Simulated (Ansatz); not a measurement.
`[SiH3][N]([SiH3])[GeH2][N]([SiH3])[SiH3]` + `[F][ZnH]` → `[SiH3][N]([SiH3])[GeH3]` + `[F][Zn][N]([SiH3])[SiH3]`  (redistribution)

Gas-phase electronic energies from Ansatz, PBE0-D4/def2-TZVP geometries. CCSD(T)/CBS adds triple-zeta CCSD(T) − MP2 to the extrapolated MP2 energy (def2 sets, frozen cores). DFT in def2-TZVPP. For Ge, Zn outer-core shells are correlated without core-valence functions, which leaves a few kJ/mol of doubt a bond. Scalar relativity is left out up to krypton. One conformer a species, not always the lowest.

Is it downhill or uphill in electronic energy at CCSD(T)/CBS, and by how much? (Best estimate.)

Ansatz gave: Uphill: ΔE = +10.4 kJ/mol.

What do these levels give: B97M-V, ωB97M-V, B2PLYP, HF/def2-TZVPP, MP2/CBS(def2), CCSD/CBS(def2)? (Best estimate.)

Computed: B97M-V 17.9, ωB97M-V 19.3, B2PLYP 4.9, HF/def2-TZVPP -0.8, MP2/CBS(def2) 10.1, CCSD/CBS(def2) 7.9 kJ/mol.

Largest T1 diagnostic among the species: 0.018.

From BLYP to BHLYP (50 % exact exchange), in def2-TZVPP and without D4, ΔE moves by +5.6 kJ/mol. At CCSD(T), def2-SVP lies −6.8 kJ/mol from the extrapolated value and def2-TZVPP +4.1 kJ/mol.
